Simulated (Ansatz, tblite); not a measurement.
Forces on the cluster Mo5 at its r2SCAN-D4/def2-SVP geometry. The state is a singlet with charge 0.

In the def2 sets Mo takes a core potential; there is no spin–orbit coupling. The xTB rows come from tblite. The restricted singlet is unstable towards broken spin symmetry in Hartree–Fock (as tested in another run); at PBE-D4/def2-TZVP this wasn't settled. No other spin state of charge 0 was run. Another isomer (quintet) lies 0.06 eV lower at PBE0-D4/def2-TZVP; other spin states weren't run for this one.

GFN1-xTB (tblite), largest force 20.84 eV/Å:

```xyz
5
positions Å, forces eV/Å
Mo    0.813   -1.207    0.695    5.778   -8.575    4.942
Mo    0.847    1.095    0.911   10.652   13.772   11.447
Mo   -0.847   -1.095   -0.910  -10.657  -13.775  -11.451
Mo    0.566    0.683   -1.348    4.020    4.850   -9.572
Mo   -1.379    0.525    0.652   -9.793    3.728    4.634
```

GFN2-xTB (tblite), largest force 11.95 eV/Å:

```
Mo 2.610 -3.872 2.232
Mo 6.107 7.895 6.562
Mo -6.110 -7.897 -6.565
Mo 1.816 2.191 -4.323
Mo -4.422 1.684 2.093
```

PBE-D4/def2-TZVP (Ansatz), largest force 0.43 eV/Å:

```
Mo 0.210 -0.311 0.179
Mo 0.217 0.280 0.233
Mo -0.218 -0.281 -0.234
Mo 0.146 0.176 -0.347
Mo -0.355 0.135 0.168
```
